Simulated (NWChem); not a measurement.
System: CH₂FNO₂Si; SMILES N#CO[Si@@H](O)F

Excerpt of the output:

```
             Northwest Computational Chemistry Package (NWChem) 7.3.0
             --------------------------------------------------------

                             Geometry "geometry" -> ""
                             -------------------------

 Output coordinates in angstroms (scale by  1.889725989 to convert to a.u.)

  No.       Tag          Charge          X              Y              Z
 ---- ---------------- ---------- -------------- -------------- --------------
    1 N                    7.0000    -0.25487500     2.92455000    -0.10140300
    2 C                    6.0000     0.15367500     1.84671900     0.06947800
    3 O                    8.0000     0.65015900     0.66945300     0.28114000
    4 Si                  14.0000     0.00859100    -0.77799800    -0.33591200
    5 O                    8.0000     0.98148700    -1.96728500     0.19472400
    6 F                    9.0000    -1.47682000    -0.87111300     0.24273400
    7 H                    1.0000     0.00140400    -0.76292300    -1.79854400
    8 H                    1.0000     1.17187400    -2.04971700     1.14013200

 Effective nuclear repulsion energy (a.u.)     290.0105845656

                                 NWChem DFT Module
                                 -----------------

 Summary of "ao basis" -> "ao basis" (spherical)
 ------------------------------------------------------------------------------
       Tag                 Description            Shells   Functions and Types
 ---------------- ------------------------------  ------  ---------------------
 N                          def2-svp                 6       14   3s2p1d
 C                          def2-svp                 6       14   3s2p1d
 O                          def2-svp                 6       14   3s2p1d
 Si                         def2-svp                 8       18   4s3p1d
 F                          def2-svp                 6       14   3s2p1d
 H                          def2-svp                 3        5   2s1p

            General Information
            -------------------
          SCF calculation type: DFT
          Wavefunction type:  closed shell.
          No. of atoms     :     8
          No. of electrons :    54
           Alpha electrons :    27
            Beta electrons :    27
          Charge           :     0
          Spin multiplicity:     1
          Use of symmetry is: off; symmetry adaption is: off
          Maximum number of iterations: 150
          AO basis - number of functions:    98
                     number of shells:    44
          Convergence on energy requested:  1.00D-06
          Convergence on density requested:  1.00D-05
          Convergence on gradient requested:  5.00D-04

              XC Information
              --------------
                         B3LYP Method XC Potential
                     Hartree-Fock (Exact) Exchange  0.200
                        Slater Exchange Functional  0.800 local
                    Becke 1988 Exchange Functional  0.720 non-local
              Lee-Yang-Parr Correlation Functional  0.810
                  VWN I RPA Correlation Functional  0.190 local

             Grid Information
             ----------------
          Grid used for XC integration:  medium
          Radial quadrature: Mura-Knowles
          Angular quadrature: Lebedev.
          Tag              B.-S. Rad. Rad. Pts. Rad. Cut. Ang. Pts.
          ---              ---------- --------- --------- ---------
          N                   0.65       49          13.0       434
          C                   0.70       49          11.0       434
          O                   0.60       49          12.0       434
          Si                  1.10       88           9.0       590
          F                   0.50       49          10.0       434
          H                   0.35       45          12.0       434
          Grid pruning is: on
          Number of quadrature shells:   423
          Spatial weights used:  Erf1

      Superposition of Atomic Density Guess
      -------------------------------------

 Sum of atomic energies:        -630.28091358

      Non-variational initial energy
      ------------------------------

 Total energy =    -632.257972
 1-e energy   =   -1447.614323
 2-e energy   =     525.345766
 HOMO         =      -0.390842
 LUMO         =       0.060766

     ---------------------------------------------
      Total Density - Mulliken Population Analysis
     ---------------------------------------------

    Atom       Charge   Shell Charges
 -----------   ------   -------------------------------------------------------
    1 N    7     7.73   1.99  1.13  0.59  2.45  1.55  0.03
    2 C    6     5.24   1.99  0.89  0.17  1.51  0.59  0.09
    3 O    8     8.54   1.99  1.08  0.66  2.92  1.88  0.01
    4 Si  14    12.47   2.00  1.99  0.80  0.13  5.93  0.82  0.45  0.34
    5 O    8     8.73   1.99  1.10  0.62  3.08  1.93  0.00
    6 F    9     9.56   1.99  1.14  0.78  3.51  2.13  0.00
    7 H    1     1.08   0.69  0.38  0.01
    8 H    1     0.64   0.51  0.07  0.06

   convergence    iter        energy       DeltaE   RMS-Dens  Diis-err
 ---------------- ----- ----------------- --------- --------- ---------
 d= 0,ls=0.0,diis     1   -633.4236882917 -9.23D+02  2.08D-02  1.56D+00
 d= 0,ls=0.0,diis     2   -632.9091854304  5.15D-01  1.46D-02  6.35D+00
 d= 0,ls=0.0,diis     3   -633.5909160155 -6.82D-01  3.22D-03  2.28D-01
 d= 0,ls=0.0,diis     4   -633.6096795637 -1.88D-02  1.18D-03  5.36D-02
 d= 0,ls=0.0,diis     5   -633.6146607140 -4.98D-03  2.09D-04  9.00D-04
  Resetting Diis
 d= 0,ls=0.0,diis     6   -633.6147412333 -8.05D-05  4.98D-05  4.92D-05
 d= 0,ls=0.0,diis     7   -633.6147448375 -3.60D-06  4.86D-05  1.38D-05
 d= 0,ls=0.0,diis     8   -633.6147424088  2.43D-06  3.06D-05  4.06D-05
 d= 0,ls=0.0,diis     9   -633.6147460538 -3.64D-06  4.08D-06  5.89D-07
 d= 0,ls=0.0,diis    10   -633.6147461142 -6.04D-08  9.84D-07  1.65D-08

         Total DFT energy =     -633.614746114198
      One electron energy =    -1449.769928476961
           Coulomb energy =      587.865525680757
    Exchange-Corr. energy =      -61.720927883621
 Nuclear repulsion energy =      290.010584565627

 Numeric. integr. density =       54.000000274063

                       DFT Final Molecular Orbital Analysis
                       ------------------------------------

 Vector   25  Occ=2.000000D+00  E=-3.652145D-01
              MO Center= -3.0D-01,  3.0D+00, -1.3D-01, r^2= 1.4D+00
   Bfn.  Coefficient  Atom+Function         Bfn.  Coefficient  Atom+Function
  ----- ------------  ---------------      ----- ------------  ---------------
     5     -0.431810  1 N  py                 3      0.417871  1 N  s
     2      0.339118  1 N  s                 16     -0.238109  2 C  s
     8      0.219906  1 N  py                19     -0.200101  2 C  py
     4      0.173766  1 N  px                 1      0.163287  1 N  s
    15      0.102692  2 C  s                  7     -0.089881  1 N  px

 Vector   26  Occ=2.000000D+00  E=-3.233016D-01
              MO Center=  3.8D-02,  2.1D+00,  8.6D-03, r^2= 1.8D+00
   Bfn.  Coefficient  Atom+Function         Bfn.  Coefficient  Atom+Function
  ----- ------------  ---------------      ----- ------------  ---------------
     4      0.328343  1 N  px                18     -0.269277  2 C  px
     6      0.243806  1 N  pz                32      0.228900  3 O  px
     7     -0.199437  1 N  px                20     -0.197600  2 C  pz
    35      0.185275  3 O  px                 5      0.167698  1 N  py
    34      0.166505  3 O  pz                 9     -0.149061  1 N  pz

 Vector   27  Occ=2.000000D+00  E=-3.142909D-01
              MO Center=  4.7D-02,  2.1D+00,  1.3D-02, r^2= 1.9D+00
   Bfn.  Coefficient  Atom+Function         Bfn.  Coefficient  Atom+Function
  ----- ------------  ---------------      ----- ------------  ---------------
     6      0.362120  1 N  pz                34      0.273195  3 O  pz
    20     -0.265265  2 C  pz                 4     -0.253680  1 N  px
     9     -0.225322  1 N  pz                37      0.223629  3 O  pz
    18      0.186662  2 C  px                32     -0.186858  3 O  px
     7      0.157987  1 N  px                35     -0.151523  3 O  px

 Vector   28  Occ=0.000000D+00  E= 5.310954D-03
              MO Center=  7.2D-01, -1.5D+00,  7.1D-01, r^2= 4.2D+00
   Bfn.  Coefficient  Atom+Function         Bfn.  Coefficient  Atom+Function
  ----- ------------  ---------------      ----- ------------  ---------------
    95      0.869689  8 H  s                 46      0.861262  4 Si s
    63     -0.808790  5 O  s                 90     -0.461571  7 H  s
    17      0.325165  2 C  s                 31     -0.295509  3 O  s
    69     -0.247913  5 O  pz                62     -0.201506  5 O  s
    77     -0.188992  6 F  s                  3     -0.185825  1 N  s

 Vector   29  Occ=0.000000D+00  E= 2.046798D-02
              MO Center= -8.8D-02,  1.5D-01, -3.3D-01, r^2= 4.1D+00
   Bfn.  Coefficient  Atom+Function         Bfn.  Coefficient  Atom+Function
  ----- ------------  ---------------      ----- ------------  ---------------
    17     -0.868988  2 C  s                 54     -0.864850  4 Si py
     3      0.793169  1 N  s                 46     -0.663782  4 Si s
    22     -0.467040  2 C  py                31      0.451185  3 O  s
    63     -0.362668  5 O  s                  8     -0.311872  1 N  py
    95      0.259015  8 H  s                 90      0.219714  7 H  s

 Vector   30  Occ=0.000000D+00  E= 3.803092D-02
              MO Center= -1.1D-02, -1.2D-02, -3.9D-01, r^2= 4.8D+00
   Bfn.  Coefficient  Atom+Function         Bfn.  Coefficient  Atom+Function
  ----- ------------  ---------------      ----- ------------  ---------------
    53      0.866007  4 Si px                77      0.402008  6 F  s
    23      0.305700  2 C  pz                 9     -0.300404  1 N  pz
    20      0.275593  2 C  pz                31     -0.270509  3 O  s
    54      0.260212  4 Si py                50      0.257070  4 Si px
     6      0.246405  1 N  pz                46     -0.174096  4 Si s

     ---------------------------------------------
      Total Density - Mulliken Population Analysis
     ---------------------------------------------

    Atom       Charge   Shell Charges
 -----------   ------   -------------------------------------------------------
    1 N    7     7.00   1.99  1.09  0.48  2.22  1.18  0.03
    2 C    6     6.01   1.99  0.90  0.15  2.06  0.83  0.09
    3 O    8     8.38   1.99  1.08  0.65  2.92  1.72  0.01
    4 Si  14    13.07   2.00  1.98  0.94  0.01  5.93  1.15  0.54  0.54
    5 O    8     8.36   1.99  1.07  0.62  2.91  1.76  0.01
    6 F    9     9.31   1.99  1.13  0.79  3.36  2.03  0.01
    7 H    1     1.09   0.75  0.33  0.01
    8 H    1     0.79   0.66  0.06  0.07

     -------------------------------------------
      Total Density - Lowdin Population Analysis
     -------------------------------------------

    Atom       Charge   Shell Charges
 -----------   ------   -------------------------------------------------------
    1 N    7     7.13   1.98  0.86  0.59  2.08  1.56  0.06
    2 C    6     6.02   1.96  0.60  0.27  1.86  1.12  0.19
    3 O    8     8.15   1.97  0.89  0.57  2.76  1.93  0.03
    4 Si  14    13.37   2.00  1.92  0.59  0.27  5.81  1.17  0.78  0.83
    5 O    8     8.18   1.97  0.87  0.59  2.73  2.00  0.01
    6 F    9     9.17   1.98  1.02  0.76  3.22  2.19  0.01
    7 H    1     1.09   0.65  0.41  0.03
    8 H    1     0.89   0.54  0.17  0.18

     Multipole analysis of the density
     ---------------------------------

     L   x y z        total         alpha         beta         nuclear
     -   - - -        -----         -----         ----         -------
     0   0 0 0     -0.000000    -27.000000    -27.000000     54.000000

     1   1 0 0      0.538774      0.086778      0.086778      0.365218
     1   0 1 0     -1.579535     -0.435330     -0.435330     -0.708876
     1   0 0 1      0.267257     -0.185154     -0.185154      0.637565

     2   2 0 0    -30.671356    -73.700996    -73.700996    116.730637
     2   1 1 0      0.648253     11.748436     11.748436    -22.848619
     2   1 0 1      1.681303     -1.486094     -1.486094      4.653492
     2   0 2 0    -38.249508   -260.112780   -260.112780    481.976053
     2   0 1 1     -1.451878      2.977436      2.977436     -7.406750
     2   0 0 2    -26.313267    -26.871760    -26.871760     27.430252

                     NWChem Electrostatic Potential Fit Module
                     -----------------------------------------

 Atom parameters

 Number of atoms is                                    8
 Number of basis functions is                         98

 Grid parameters

 Maximum number of grid points is                  37510
 Number of grid points is                          37509
 Grid range                                     0.300000 nm
 Grid spacing                                   0.020000 nm
 Probe radius                                   0.070000 nm
 Atom radius factor                             1.000000

 Atomic radii

    1    0.100000
    6    0.147000
    7    0.140000
    8    0.136000
    9    0.128000
   14    0.187000
 FASTESP  F
  using M.O. file = ./job.movecs

    Atom              Coordinates                           Charge

                                                  ESP

    1 N    -0.025488    0.292455   -0.010140   -0.517404
    2 C     0.015368    0.184672    0.006948    0.543632
    3 O     0.065016    0.066945    0.028114   -0.424197
    4 Si    0.000859   -0.077800   -0.033591    1.092195
    5 O     0.098149   -0.196729    0.019472   -0.676649
    6 F    -0.147682   -0.087111    0.024273   -0.331963
    7 H     0.000140   -0.076292   -0.179854   -0.125324
    8 H     0.117187   -0.204972    0.114013    0.439708
                                            ------------
                                                0.000000

 Dipole moment                                  1.673563

 Quadrupole moment Qxx                          3.800561
                   Qyy                        -21.491801
                   Qzz                         17.691241

 RMS deviation kJ/mol                           0.048702

 RRMS %                                        14.020622
```

Level: B3LYP/def2-SVP. All runs use the structure optimised with B3LYP/6-31G* (spherical d). B3LYP is NWChem's, with the RPA form of VWN correlation.

Question: Which NWChem input produces such a log?

Answer: One answer among several that fit: the input that was run:
```
start job
memory heap 200 mb stack 900 mb global 1100 mb
geometry units angstroms noautosym nocenter noautoz
  N     -0.254875     2.924550    -0.101403
  C      0.153675     1.846719     0.069478
  O      0.650159     0.669453     0.281140
  Si     0.008591    -0.777998    -0.335912
  O      0.981487    -1.967285     0.194724
  F     -1.476820    -0.871113     0.242734
  H      0.001404    -0.762923    -1.798544
  H      1.171874    -2.049717     1.140132
end
basis spherical
  * library def2-svp
end
dft
  xc b3lyp
  iterations 150
  mulliken
end
task dft energy
esp
  recalculate
  probe 0.07
  range 0.3
  factor 1.0
  spacing 0.02
end
task esp
```
